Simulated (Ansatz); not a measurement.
**Ligand exchange: C2H9ClSi2 + InH2(NH2) → C2H11NSi2 + InH2Cl**

Species: C2H9ClSi2 `CC[SiH]([SiH3])Cl`, singlet; InH2(NH2), singlet; C2H11NSi2 `CC[SiH](N)[SiH3]`, singlet; InH2Cl `[Cl][InH2]`, singlet. The partners trade Cl for NH2: Si–Cl and In–NH2 bonds give way to Si–NH2 and In–Cl.

Shapes, held fixed at every level: PBE0-D4/def2-TZVP. Flexible molecules stand in one conformer, not always the lowest. Programs: Ansatz 0.2.0. Electronic energies: no zero-point or thermal term.

Task: Estimate ΔE of this reaction.

Result: The highest level, CCSD(T)/def2-TZVPP, gives ΔE = -50.5 kJ/mol; the levels span -72.2 to -47.2. The column of differences is taken from that level and isn't an error. No measured value is set beside it here. For atoms past krypton def2 sets carry core potentials with scalar relativity. Outer-core shells of In are correlated, in sets that cover them unevenly.

```json
{"level": "HF/def2-TZVPP", "kind": "Hartree–Fock", "ΔE (kJ/mol)": "-72.2", "less CCSD(T)/def2-TZVPP": "-21.7"}
{"level": "PBE-D4/def2-TZVPP", "kind": "GGA", "ΔE (kJ/mol)": "-47.2", "less CCSD(T)/def2-TZVPP": "+3.3"}
{"level": "r2SCAN-D4/def2-TZVPP", "kind": "meta-GGA", "ΔE (kJ/mol)": "-53.4", "less CCSD(T)/def2-TZVPP": "-2.9"}
{"level": "B3LYP-D4/def2-TZVPP", "kind": "global hybrid", "ΔE (kJ/mol)": "-54.6", "less CCSD(T)/def2-TZVPP": "-4.1"}
{"level": "PBE0-D4/def2-TZVPP", "kind": "global hybrid", "ΔE (kJ/mol)": "-53.5", "less CCSD(T)/def2-TZVPP": "-3.0"}
{"level": "wB97X-V/def2-TZVPP", "kind": "range-separated hybrid", "ΔE (kJ/mol)": "-53.0", "less CCSD(T)/def2-TZVPP": "-2.5"}
{"level": "CCSD(T)/def2-TZVPP", "kind": "coupled cluster or CI", "ΔE (kJ/mol)": "-50.5", "less CCSD(T)/def2-TZVPP": "0.0"}
```
